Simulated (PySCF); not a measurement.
F2O2W, charge +1, doublet, at a GFN2-xTB geometry of the parent state (such geometries of metal compounds can be far from the true shape) (the multiplicity is a formal guess) (core potentials on W); R2SCAN/def2-SVP run with PySCF.

The PySCF input:
```python
from pyscf import gto, scf, dft

mol = gto.Mole()
mol.atom = '''
    W     0.124372   -0.026689    0.042043
    O     1.374432   -0.372679   -1.059240
    O     0.515292   -0.032840    1.698040
    F    -1.069149    1.506489   -0.518813
    F    -1.633223   -0.926582   -0.394692
'''
mol.basis = 'def2-svp'
mol.ecp = {'W': 'def2-svp'}
mol.charge = 1
mol.spin = 1
mol.verbose = 4
mol.build()

mf = dft.UKS(mol)
mf.xc = 'r2scan'
mf.kernel()
```

What the program printed (banner, timings and long lists left out):

```
PySCF version 2.14.0

[INPUT] verbose = 4
[INPUT] num. atoms = 5
[INPUT] num. electrons = 47
[INPUT] charge = 1
[INPUT] spin (= nelec alpha-beta = 2S) = 1
[INPUT] symmetry False subgroup None
[INPUT] Mole.unit = angstrom
[INPUT] Symbol           X                Y                Z      unit          X                Y                Z       unit  Magmom
[INPUT]  1 W      0.124372000000  -0.026689000000   0.042043000000 AA    0.235029017564  -0.050434900539   0.079449755455 Bohr   0.0
[INPUT]  2 O      1.374432000000  -0.372679000000  -1.059240000000 AA    2.597300056838  -0.704261242377  -2.001673500184 Bohr   0.0
[INPUT]  3 O      0.515292000000  -0.032840000000   1.698040000000 AA    0.973760754179  -0.062058605931   3.208830548556 Bohr   0.0
[INPUT]  4 F     -1.069149000000   1.506489000000  -0.518813000000 AA   -2.020398796353   2.846851619670  -0.980414479864 Bohr   0.0
[INPUT]  5 F     -1.633223000000  -0.926582000000  -0.394692000000 AA   -3.086344170341  -1.750986211952  -0.745859783557 Bohr   0.0

nuclear repulsion = 213.089941606307
number of shells = 36
number of NR pGTOs = 153
number of NR cGTOs = 88
basis = def2-svp
ecp = {'W': 'def2-svp'}

******** <class 'pyscf.dft.uks.UKS'> ********
method = UKS
initial guess = minao
damping factor = 0
level_shift factor = 0
DIIS = <class 'pyscf.scf.diis.CDIIS'>
diis_start_cycle = 1
diis_space = 8
diis_damp = 0
SCF conv_tol = 1e-09
SCF conv_tol_grad = None
SCF max_cycles = 50
direct_scf = True
direct_scf_tol = 1e-13
number electrons alpha = 24  beta = 23
XC library pyscf.dft.libxc version 7.1.2
    S. Lehtola, C. Steigemann, M. J. T. Oliveira, and M. A. L. Marques,  SoftwareX 7, 1–5 (2018)
XC functionals = r2scan
    J. W. Furness, A. D. Kaplan, J. Ning, J. P. Perdew, and J. Sun,  J. Phys. Chem. Lett. 11, 8208–8215 (2020)
    J. W. Furness, A. D. Kaplan, J. Ning, J. P. Perdew, and J. Sun,  J. Phys. Chem. Lett. 11, 9248–9248 (2020)
    J. W. Furness, A. D. Kaplan, J. Ning, J. P. Perdew, and J. Sun,  J. Phys. Chem. Lett. 11, 8208–8215 (2020)
    J. W. Furness, A. D. Kaplan, J. Ning, J. P. Perdew, and J. Sun,  J. Phys. Chem. Lett. 11, 9248–9248 (2020)
radial grids:
    Treutler-Ahlrichs [JCP 102, 346 (1995); DOI:10.1063/1.469408] (M4) radial grids

becke partition: Becke, JCP 88, 2547 (1988); DOI:10.1063/1.454033
pruning grids: <function nwchem_prune>
grids dens level: 3
symmetrized grids: False
atomic radii adjust function: <function treutler_atomic_radii_adjust>
small_rho_cutoff = 0
Set gradient conv threshold to 3.16228e-05
tot grids = 81000
init E= -404.536997617638

cycle= 1 E= -415.940160822647  delta_E= -11.4  |g|= 1.13  |ddm|= 5.15
cycle= 2 E= -401.829960137062  delta_E= 14.1  |g|= 5.12  |ddm|= 4.73
cycle= 3 E= -412.602392035662  delta_E= -10.8  |g|= 2.98  |ddm|= 4.04
cycle= 4 E= -416.032845650658  delta_E= -3.43  |g|= 1.04  |ddm|= 2.35
cycle= 5 E= -416.470628448527  delta_E= -0.438  |g|= 0.382  |ddm|= 1.11
cycle= 6 E= -416.523262938904  delta_E= -0.0526  |g|= 0.168  |ddm|= 0.185
cycle= 7 E= -416.534148538861  delta_E= -0.0109  |g|= 0.0708  |ddm|= 0.0916
cycle= 8 E= -416.536539794317  delta_E= -0.00239  |g|= 0.0107  |ddm|= 0.0589
cycle= 9 E= -416.536405776558  delta_E= 0.000134  |g|= 0.0215  |ddm|= 0.0236
cycle= 10 E= -416.536569125642  delta_E= -0.000163  |g|= 0.0098  |ddm|= 0.02
cycle= 11 E= -416.536603863017  delta_E= -3.47e-05  |g|= 0.00418  |ddm|= 0.00936
cycle= 12 E= -416.536613257258  delta_E= -9.39e-06  |g|= 0.000838  |ddm|= 0.00463
cycle= 13 E= -416.536613766428  delta_E= -5.09e-07  |g|= 0.000179  |ddm|= 0.00147
cycle= 14 E= -416.536613780058  delta_E= -1.36e-08  |g|= 0.000192  |ddm|= 0.000454
cycle= 15 E= -416.536613793638  delta_E= -1.36e-08  |g|= 6.38e-05  |ddm|= 0.000192
cycle= 16 E= -416.536613795798  delta_E= -2.16e-09  |g|= 1.21e-05  |ddm|= 7.8e-05
cycle= 17 E= -416.536613795888  delta_E= -8.96e-11  |g|= 6.63e-06  |ddm|= 2.51e-05
Extra cycle  E= -416.536613795729  delta_E= 1.59e-10  |g|= 2.08e-05  |ddm|= 2.19e-05
converged SCF energy = -416.536613795729  <S^2> = 0.77982493  2S+1 = 2.0296058
```
